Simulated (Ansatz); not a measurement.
One change: `C[CH2][In]([NH2])[CH](C)C` becomes `C[CH2][InH][NH2]`.

Ansatz, PBE0-D4/def2-TZVP geometries, multiplicity 1. Each molecule was computed in one conformer, which needn't be the lowest.

Elements past krypton have def2 core potentials.

```json
{"property": "size of the dipole moment (ωB97M-V/def2-TZVPP) / D", "`C[CH2][In]([NH2])[CH](C)C`": "0.40"}
{"property": "size of the dipole moment (PBE/def2-TZVPP) / D", "`C[CH2][In]([NH2])[CH](C)C`": "0.28"}
{"property": "LUMO energy (PBE0/def2-TZVPP) / eV", "`C[CH2][In]([NH2])[CH](C)C`": "-0.45"}
{"property": "HOMO energy (ωB97M-V/def2-TZVPP) / eV", "`C[CH2][In]([NH2])[CH](C)C`": "-8.57"}
{"property": "HOMO–LUMO gap (B3LYP/def2-TZVPP) / eV", "`C[CH2][In]([NH2])[CH](C)C`": "5.54"}
{"property": "HOMO energy (B3LYP/def2-TZVPP) / eV", "`C[CH2][In]([NH2])[CH](C)C`": "-6.26"}
```

What does the change do to each property? (An estimate is asked.)

Computed: 
```json
{"property": "size of the dipole moment (ωB97M-V/def2-TZVPP) / D", "`C[CH2][InH][NH2]`": "0.60", "shift": "0.20"}
{"property": "size of the dipole moment (PBE/def2-TZVPP) / D", "`C[CH2][InH][NH2]`": "0.72", "shift": "0.44"}
{"property": "LUMO energy (PBE0/def2-TZVPP) / eV", "`C[CH2][InH][NH2]`": "-0.72", "shift": "-0.27"}
{"property": "HOMO energy (ωB97M-V/def2-TZVPP) / eV", "`C[CH2][InH][NH2]`": "-9.09", "shift": "-0.52"}
{"property": "HOMO–LUMO gap (B3LYP/def2-TZVPP) / eV", "`C[CH2][InH][NH2]`": "5.49", "shift": "-0.05"}
{"property": "HOMO energy (B3LYP/def2-TZVPP) / eV", "`C[CH2][InH][NH2]`": "-6.48", "shift": "-0.22"}
```

Dipoles are sizes alone; their direction can turn.

B3LYP here is the variant with VWN-RPA as its local correlation; programs differ in this.
